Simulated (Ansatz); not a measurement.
Consider the hydrogenolysis of the Si–C bond: `C[Si](C)(O)O` + H₂ → `C[SiH](O)O` + CH₄.

Program: Ansatz. Geometries: PBE0-D4/def2-TZVP. ΔE: electronic, gas phase. CBS: MP2 limit from def2 TZ/QZ plus the TZ coupled-cluster correction, frozen cores. This one scheme is used for every species. Functionals use def2-TZVPP. HSE06 is defined as in plane-wave codes. One conformer a species, not always the lowest.

(1) Is it downhill or uphill in electronic energy at CCSD(T)/CBS, and by how much? (Best estimate.)

(2) What do these levels give: r2SCANh-D4, HSE06-D4, r2SCANh, LC-ωPBE, HF/def2-QZVPP, SCS-MP2/def2-QZVPP? (Estimate.)

Largest T1 diagnostic among the species: 0.011.

Answers

(1) The calculation gave: Downhill: ΔE = -5.3 kcal/mol.

(2) Ansatz gave: r2SCANh-D4 -5.0, HSE06-D4 -5.5, r2SCANh -5.5, LC-ωPBE -6.5, HF/def2-QZVPP -11.0, SCS-MP2/def2-QZVPP -6.2 kcal/mol.

In def2-TZVPP, CCSD(T) changes the Hartree–Fock value by +5.2 kcal/mol (the triples alone add +0.9 kcal/mol) and MP2 by +6.1 kcal/mol. At CCSD(T), def2-SVP lies −3.6 kcal/mol from the extrapolated value and def2-TZVPP −0.5 kcal/mol.
